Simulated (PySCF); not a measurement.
Al(H)(Br)(OMe) (CH₄AlBrO), SMILES [AlH]([O]C)[Br].

The structure is a stationary point at PBE0-D3(BJ)/def2-SVP. The structure was generated by enumeration; whether it is a known compound was not checked. The values are those of a single conformer.

Level of theory: PySCF 2.14.0 with C-PCM-M06-2X/def2-SVP.

The values are the electrostatic part of the solvation free energy, E(continuum) − E(gas) at the gas-phase geometry, in a cavity of scaled van der Waals radii (PySCF's table); cavitation and dispersion terms are not included. A continuum can't describe solvent molecules that bind to the metal. In vacuum the orbital gap is 9.46 eV. The dipole moment in vacuum is 1.16 D.

Computed values in water (ε = 78.36), toluene (ε = 2.37), 2-propanol (ε = 19.26):
| solvent | ε | ΔG(elec) (kcal/mol) | dipole (D) | gap (eV) |
|---|---|---|---|---|
| water | 78.36 | -4.7 | 1.39 | 9.85 |
| toluene | 2.37 | -2.7 | 1.28 | 9.70 |
| 2-propanol | 19.26 | -4.5 | 1.38 | 9.83 |
